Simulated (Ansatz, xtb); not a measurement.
**C2H8GeOSi2: 6 structures ranked**

6 gas-phase structures of C2H8GeOSi2, from a drawn sample of its isomers (lower ones may exist). Each was relaxed with GFN2-xTB; where two conformers were screened, the lower at r2SCAN-D4/def2-SVP//GFN2-xTB is listed:

A. `C#C[Si@@H]([GeH3])O[SiH3]`, a singlet
B. `[SiH3]O[SiH2]C#[C][GeH3]`, a singlet
C. `C#[C][GeH2][SiH2]O[SiH3]`, a singlet
D. `[SiH3]C#[C][GeH2][O][SiH3]`, a singlet
E. `[SiH3]C#C[SiH2][O][GeH3]`, a singlet
F. `C=[C]1[SiH2][SiH2][O][GeH2]1`, a singlet

**Question.** Estimate their order in r2SCAN-D4/def2-SVP//GFN2-xTB energy at these geometries, lowest first.

**Answer.** Calculated order at r2SCAN-D4/def2-SVP//GFN2-xTB: F (0.0), B (12.8), A (15.1), E (21.1), C (22.6), D (26.9) kcal/mol.

Energies above the lowest of each column, in kcal/mol; the last columns are at r2SCAN-D4/def2-SVP geometries and were run for some of them only (a dash: not run or not comparable):

```tsv
structure	GFN2-xTB	HF/STO-3G	r2SCAN-D4/def2-SVP//GFN2-xTB	r2SCAN-D4/def2-SVP	CCSD(T)/def2-SVP + ΔMP2/def2-TZVPP
F	14.8	0.0	0.0	0.0	0.0
B	1.8	19.1	12.8	13.2	4.1
A	2.6	25.5	15.1	13.8	6.9
E	21.4	22.1	21.1	–	–
C	0.0	29.6	22.6	–	–
D	19.3	23.7	26.9	–	–
```

CCSD(T)/def2-SVP + ΔMP2/def2-TZVPP puts F lowest of those it was run on; GFN2-xTB picks C. Flexible structures stand in one conformer each, not always the lowest. B keeps a small imaginary mode. Frequencies (GFN2-xTB) were run for A, B, F alone. ΔMP2 is the change of the MP2 energy from the smaller to the larger basis.

Over these structures GFN2-xTB departs from r2SCAN-D4/def2-SVP//GFN2-xTB by 9.3 kcal/mol on average once a common shift is removed. A GFN2-xTB relaxation took about 0.14 s and the r2SCAN-D4/def2-SVP//GFN2-xTB energy about 2 s on a shared host (Ansatz 0.2.0, xtb 6.7.1).
